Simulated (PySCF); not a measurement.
## Working with the constants of CsCa

PBE0 constants of CsCa, ²Σ⁺ (doublet), unpaired electrons σ ↑ (PySCF, spin-free X2C with a Gaussian nucleus, basis sets Cs x2c-TZVPall, Ca x2c-TZVPall; masses 132.9054 and 39.9626 u):

- ωe: 54.7 cm⁻¹
- ωexe: 0.373 cm⁻¹
- Be: 0.025288 cm⁻¹
- αe: 0.000188 cm⁻¹
- De to Cs + Ca: 0.207 eV

(1) What force constant and bond length do these constants imply?

(2) Estimate the centrifugal constant D from the Kratzer relation and find the Dunham coefficient a1.

The bond is weak. Basis-set superposition, not corrected here, can be much of De in a small basis, most of all at correlated wavefunction levels. Functionals without a dispersion term scatter widely for such bonds, and LDA overbinds them. Spin–orbit coupling is left out. The state is the lowest determinant that a PBE0 search found; another state may lie lower at other levels.

Answers

(1) Reduced mass μred = 30.724 u; k = 5.8918×10⁻⁷·μred·ωe² (u, cm⁻¹, mdyn/Å) = 0.0542 mdyn/Å; Re = √(16.8576/(μred·Be)) (u, cm⁻¹, Å) = 4.658 Å.

(2) D = 4Be³/ωe² = 2.16e-08 cm⁻¹; a1 = −1 − αeωe/(6Be²) = -3.68.
